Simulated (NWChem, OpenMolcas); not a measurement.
How basis sets differ on C2H4NOSi (SMILES C[SiH]N=C=O)

The species is C2H4NOSi (9 atoms), meant as a doublet with charge 0. SMILES: `C[SiH]N=C=O`. The shape is that of a PBE0-D4/def2-TZVP optimisation. This is one conformer, not always the lowest.

| atom | x (Å) | y (Å) | z (Å) |
| --- | --- | --- | --- |
| C | -0.2308 | 0.9365 | 1.2333 |
| Si | -0.0191 | 0.7173 | -0.6069 |
| N | 0.1470 | -0.9512 | -0.9666 |
| C | -0.0277 | -2.0223 | -1.4657 |
| O | -0.1741 | -3.0811 | -1.9309 |
| H | 0.6250 | 0.5106 | 1.7654 |
| H | -1.1381 | 0.4426 | 1.5856 |
| H | -0.2982 | 1.9986 | 1.4794 |
| H | 1.2045 | 1.4027 | -1.1105 |

Each level gives the dipole moment (D). The values are calculated.

```tsv
level	kind	program	value (D)	CPU time
ROHF/ANO-RCC-MB (DKH2)	Hartree–Fock	OpenMolcas	4.12	4.3 s
ROHF/STO-3G	Hartree–Fock	OpenMolcas	3.07	3.7 s
UHF/STO-3G	Hartree–Fock	NWChem	3.09	4.7 s
UHF/3-21G	Hartree–Fock	OpenMolcas	2.94	4.6 s
UHF/def2-SVP	Hartree–Fock	OpenMolcas	2.72	16 s
```

The values span 2.72 to 4.12 D. Magnitudes only. Sets without polarisation functions give poor dipoles. Times are those of the runs behind each value, whatever else they computed, on shared processors of several kinds: orders of magnitude only.
